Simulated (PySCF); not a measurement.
B3LYP has the VWN-RPA correlation part, as in Gaussian. Delta-SCF ions had no search for a lower state. Excitations are Tamm–Dancoff values on a coarser integration grid. The basis has no diffuse functions, so Rydberg states are missing or too high.

Z-matrix (Å, degrees):
```
N
C 1 1.3372
C 1 1.3380 2 119.35
C 3 1.3887 1 122.23 2 0.05
C 2 1.3902 1 122.12 3 -0.09
H 4 1.0911 3 119.88 1 -179.94
H 5 1.0911 2 119.82 1 -179.99
C 5 1.3922 7 121.45 2 179.92
H 8 1.0925 5 120.56 7 0.06
H 2 1.0925 1 115.93 3 179.77
H 3 1.0932 1 116.04 2 -179.64
Al 1 2.0788 2 121.70 10 -2.01
C 12 1.9856 1 100.10 2 -107.26
H 13 1.1041 12 112.57 1 61.70
H 13 1.1044 14 106.49 12 -121.79
H 13 1.1046 14 107.13 15 -113.34
C 12 1.9872 13 116.43 14 169.15
H 17 1.1040 12 112.79 13 -163.83
H 17 1.1044 18 107.24 12 -126.57
H 17 1.1045 18 106.29 19 -112.79
C 12 1.9873 13 116.83 14 -46.98
H 21 1.1047 12 109.32 13 -76.64
H 21 1.1048 22 105.87 12 122.77
H 21 1.1048 22 105.67 23 113.98
```
Charge 0, spin multiplicity 1.

**Question.** Estimate the S1 oscillator strength, charge on the central atom (meta-Löwdin), charge on the central atom (Mulliken), S1–T1 gap (TDA), dipole moment, S1 excitation (TDA), vertical ionisation energy (Delta-SCF) and LUMO that B3LYP-D3(BJ)/def2-TZVP // PBE0-D3(BJ)/def2-SVP (PySCF) returns for this input.

**Answer.** 
| Property | Result |
|---|---|
| S1 oscillator strength | 0.045 |
| charge on the central atom (meta-Löwdin) | 0.76 e |
| charge on the central atom (Mulliken) | 0.51 e |
| S1–T1 gap (TDA) | 0.15 eV |
| dipole moment | 1.392 e·Å |
| S1 excitation (TDA) | 3.48 eV |
| vertical ionisation energy (Delta-SCF) | 8.30 eV |
| LUMO | -2.21 eV |
